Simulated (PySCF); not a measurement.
Geometries of 3 isomers of CH7ClSi2, from PBE0-D3(BJ)/def2-SVP geometry optimisation, gas phase (PySCF). One conformer each, no zero-point energy, no frequencies.

Task: Which is lowest in electronic energy at this level?
A.
```xyz
11
angstrom
Si     0.590   -0.621    0.251
Si    -1.559    0.042    0.930
C     -2.869   -0.883   -0.086
Cl    -4.514   -0.384    0.419
H      1.631    0.100    1.046
H      0.792   -0.314   -1.199
H      0.765   -2.093    0.451
H     -1.734    1.510    0.718
H     -1.761   -0.273    2.376
H     -2.789   -1.971    0.052
H     -2.768   -0.669   -1.160
```
B.
```xyz
11
angstrom
C     -0.470    1.148    0.510
Si     0.931    0.214   -0.335
Si     3.006    1.246    0.014
Cl     4.447    0.126   -0.990
H     -0.557    2.171    0.112
H     -0.306    1.214    1.596
H     -1.428    0.634    0.340
H      1.034   -1.183    0.191
H      0.704    0.141   -1.812
H      3.377    1.291    1.460
H      3.049    2.640   -0.521
```
C.
```xyz
11
angstrom
Si    -2.112    1.001    1.221
C     -0.755    2.152    0.572
Si     1.021    1.523    0.771
Cl    -0.892    3.724    1.456
H     -1.885    0.746    2.673
H     -2.050   -0.293    0.473
H     -3.446    1.634    1.017
H     -0.944    2.368   -0.493
H      1.294    1.274    2.216
H      1.169    0.245    0.009
H      1.976    2.537    0.238
```

Result: B. That is `C[SiH2][SiH2]Cl`, 39.0 kcal/mol below the next.

| SMILES | atoms numbered as above | E (Eh) | relative (kcal/mol) | relative (kJ/mol) | dipole (D) |
| --- | --- | --- | --- | --- | --- |
| C[SiH2][SiH2]Cl | [CH3:1][SiH2:2][SiH2:3][Cl:4] | -1080.75384 | 0.0 | 0.0 | 2.44 |
| [SiH3][SiH2]CCl | [SiH3:1][SiH2:2][CH2:3][Cl:4] | -1080.69167 | 39.0 | 163.2 | 1.50 |
| [SiH3]C([SiH3])Cl | [SiH3:1][CH:2]([SiH3:3])[Cl:4] | -1080.68837 | 41.1 | 171.9 | 1.31 |

As drawn, the lowest has an Si–Si bond, which the highest lacks.
